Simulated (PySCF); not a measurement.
BeCl$_{2}$, singlet, at a GFN2-xTB geometry (such geometries of metal compounds can be far from the true shape), with bond 3-1 at 2.4 times its length; CASSCF(6,6)/def2-SVP (PySCF).

PySCF was given this input:
```python
from pyscf import gto, scf, mcscf
import numpy

mol = gto.Mole()
mol.atom = '''
    Be    0.000000    0.000000    0.000000
    Cl    0.000000    0.000000    1.762967
    Cl    0.000000    0.000000   -4.231121
'''
mol.basis = 'def2-svp'
mol.charge = 0
mol.spin = 0
mol.verbose = 4
mol.build()

mf = scf.RHF(mol)
mf.kernel()
mc = mcscf.CASSCF(mf, 6, 6)
mc.fix_spin_(ss=0.0)
mc = mc.newton()
mc.kernel()
occ = numpy.linalg.eigvalsh(mc.fcisolver.make_rdm1(mc.ci, mc.ncas, mc.nelecas))[::-1]
ss = mc.fcisolver.spin_square(mc.ci, mc.ncas, mc.nelecas)[0]
print('natural occupations', occ.round(4), ' <S^2>', round(ss, 4))
```

It wrote (shortened):

```
PySCF version 2.14.0

[INPUT] verbose = 4
[INPUT] num. atoms = 3
[INPUT] num. electrons = 38
[INPUT] charge = 0
[INPUT] spin (= nelec alpha-beta = 2S) = 0
[INPUT] symmetry False subgroup None
[INPUT] Mole.unit = angstrom
[INPUT] Symbol           X                Y                Z      unit          X                Y                Z       unit  Magmom
[INPUT]  1 Be     0.000000000000   0.000000000000   0.000000000000 AA    0.000000000000   0.000000000000   0.000000000000 Bohr   0.0
[INPUT]  2 Cl     0.000000000000   0.000000000000   1.762967000000 AA    0.000000000000   0.000000000000   3.331524796646 Bohr   0.0
[INPUT]  3 Cl     0.000000000000   0.000000000000  -4.231121000000 AA    0.000000000000   0.000000000000  -7.995659889896 Bohr   0.0

nuclear repulsion = 54.4295300879869
number of shells = 21
number of NR pGTOs = 91
number of NR cGTOs = 45
basis = def2-svp
ecp = {}

******** <class 'pyscf.scf.hf.RHF'> ********
method = RHF
initial guess = minao
damping factor = 0
level_shift factor = 0
DIIS = <class 'pyscf.scf.diis.CDIIS'>
diis_start_cycle = 1
diis_space = 8
diis_damp = 0
SCF conv_tol = 1e-09
SCF conv_tol_grad = None
SCF max_cycles = 50
direct_scf = True
direct_scf_tol = 1e-13
Set gradient conv threshold to 3.16228e-05
Initial guess from minao.
init E= -933.233040655671
  HOMO = -0.432657697442669  LUMO = -0.154333467244803  gap/eV = 7.57359
cycle= 1 E= -933.131758037162  delta_E= 0.101  |g|= 0.43  |ddm|=  1.7
  HOMO = -0.182275515372663  LUMO = -0.168962374728706  gap/eV = 0.36227
cycle= 2 E= -933.106663637721  delta_E= 0.0251  |g|= 0.547  |ddm|= 1.63
  HOMO = -0.287427308100442  LUMO = -0.135967329920581  gap/eV = 4.12144
cycle= 3 E= -933.233440060045  delta_E= -0.127  |g|= 0.0831  |ddm|= 1.02
  HOMO = -0.297361022834257  LUMO = -0.11495441976433  gap/eV = 4.96354
cycle= 4 E= -933.239227528089  delta_E= -0.00579  |g|= 0.024  |ddm|= 0.198
  HOMO = -0.303049202076153  LUMO = -0.111573598631095  gap/eV = 5.21032
cycle= 5 E= -933.239616830968  delta_E= -0.000389  |g|= 0.0119  |ddm|= 0.0594
  HOMO = -0.302862464235094  LUMO = -0.110075692694247  gap/eV = 5.24600
cycle= 6 E= -933.239687770678  delta_E= -7.09e-05  |g|= 0.00282  |ddm|= 0.0279
  HOMO = -0.303435725240332  LUMO = -0.110159804279723  gap/eV = 5.25931
cycle= 7 E= -933.239691699855  delta_E= -3.93e-06  |g|= 0.000602  |ddm|= 0.00628
  HOMO = -0.30353522172251  LUMO = -0.110177424919099  gap/eV = 5.26153
cycle= 8 E= -933.239691949526  delta_E= -2.5e-07  |g|= 0.000124  |ddm|= 0.00177
  HOMO = -0.303560423604257  LUMO = -0.110148231671596  gap/eV = 5.26301
cycle= 9 E= -933.23969196816  delta_E= -1.86e-08  |g|= 2.03e-05  |ddm|= 0.000603
  HOMO = -0.303566623355651  LUMO = -0.110141892311949  gap/eV = 5.26336
cycle= 10 E= -933.239691968545  delta_E= -3.85e-10  |g|= 3.2e-06  |ddm|= 8.53e-05
  HOMO = -0.303566095801582  LUMO = -0.110142185545552  gap/eV = 5.26333
Extra cycle  E= -933.239691968552  delta_E= -7.05e-12  |g|= 1.23e-06  |ddm|= 7.64e-06
converged SCF energy = -933.239691968552

******** <class 'pyscf.mcscf.newton_casscf.CASSCF'> ********
CAS (3e+3e, 6o), ncore = 16, nvir = 23
max_cycle_macro = 50
max_cycle_micro = 10
conv_tol = 1e-07
conv_tol_grad = None
orbital rotation max_stepsize = 0.03
augmented hessian ah_max_cycle = 30
augmented hessian ah_conv_tol = 1e-12
augmented hessian ah_linear dependence = 1e-14
augmented hessian ah_level shift = 1e-08
augmented hessian ah_start_tol = 500
augmented hessian ah_start_cycle = 3
augmented hessian ah_grad_trust_region = 3
kf_trust_region = 3
kf_interval = 5
natorb = False
canonicalization = True
internal_rotation = False
******** <class 'pyscf.fci.addons.SpinPenaltyFCISolver'> ********
max. cycles = 50
conv_tol = 1e-08
davidson only = True
linear dependence = 1e-12
level shift = 0.001
max iter space = 12
nroots = 1
pspace_size = 400
spin = None

WARN: SO-CASSCF (Second order CASSCF) is an experimental feature. Its performance is bad for large systems.

CASCI E = -933.294919549655  dE = -933.29492  S^2 = 0.0000000
Set conv_tol_grad to 0.000316228
macro 1 (20 JK  15 micro), CASSCF E = -933.317969852659  dE = -0.02305  |grad|=0.0703  S^2 = 0.0000000
macro 2 (19 JK  14 micro), CASSCF E = -933.318514630187  dE = -0.0005448  |grad|=0.0589  S^2 = 0.0000000
macro 3 (11 JK  7 micro), CASSCF E = -933.320211282626  dE = -0.001697  |grad|=0.019  S^2 = 0.0000000
macro 4 (20 JK  15 micro), CASSCF E = -933.327794281396  dE = -0.007583  |grad|=0.0514  S^2 = 0.0000000
macro 5 (22 JK  17 micro), CASSCF E = -933.331536275467  dE = -0.003742  |grad|=0.0271  S^2 = 0.0000000
macro 6 (22 JK  15 micro), CASSCF E = -933.33160034792  dE = -6.407e-05  |grad|=0.000249  S^2 = 0.0000000
macro 7 (15 JK  10 micro), CASSCF E = -933.331602931183  dE = -2.583e-06  |grad|=0.000947  S^2 = 0.0000000
macro 8 (17 JK  12 micro), CASSCF E = -933.331603689168  dE = -7.58e-07  |grad|=0.0001  S^2 = 0.0000000
macro 9 (7 JK  4 micro), CASSCF E = -933.331603703583  dE = -1.441e-08  |grad|=5.03e-05  S^2 = 0.0000000
newton CASSCF converged in 9 macro (26 KF 127 Hx) steps
CASSCF canonicalization
Density matrix diagonal elements [1.99490117 1.99490119 1.27166209 0.72839143 0.00507206 0.00507206]
CASSCF energy = -933.331603703583
CASCI E = -933.331603703583  E(CI) = -8.51729372162310  S^2 = 0.0000000
natural occupations [1.9949 1.9949 1.313  0.6871 0.005  0.005 ]  <S^2> 0.0
```
